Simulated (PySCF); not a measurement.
## Ionisation energy of V²⁺ by level of theory

V²⁺ [Ar] 3d3 [3d3/2^3, M_J = 3/2] → V³⁺ [Ar] 3d2 [3d3/2^2, M_J = 2], as a difference of total energies. Calculation: PySCF 2.14, in x2c-TZVPall-2c (6s7p4d1f, 54 functions); the two-component X2C-1e Hamiltonian. Correlated levels: [Ne] frozen; the 6 highest virtual spinors dropped. "Screened" scales the spin-orbit matrix elements by Boettger's factors to mimic the two-electron term; Breit and QED terms are absent.

| method | ionisation energy (eV) | error (eV) |
| --- | --- | --- |
| GHF (spin-free) | 28.185 | -1.126 |
| GMP2 (spin-free) | 28.911 | -0.400 |
| GHF (screened spin-orbit) | 28.177 | -1.134 |
| GMP2 (screened spin-orbit) | 28.903 | -0.408 |

Reference: 29.311 eV (measured; NIST Atomic Spectra Database, ionization energies).

Errors of the correlated levels include the incompleteness of this basis and the frozen core.

The labels give the starting determinants; with spin-orbit coupling the two ends relaxed to ⟨J²⟩ = 6.69, ⟨L²⟩ = 12.00, ⟨S²⟩ = 3.75 and ⟨J²⟩ = 7.81, ⟨L²⟩ = 12.00, ⟨S²⟩ = 2.00.

The determinant of V²⁺ and of V³⁺ mixes levels of different J (the jj label is only the starting occupation), so the difference between spin-free and spin-orbit rows is not the physical spin-orbit shift.
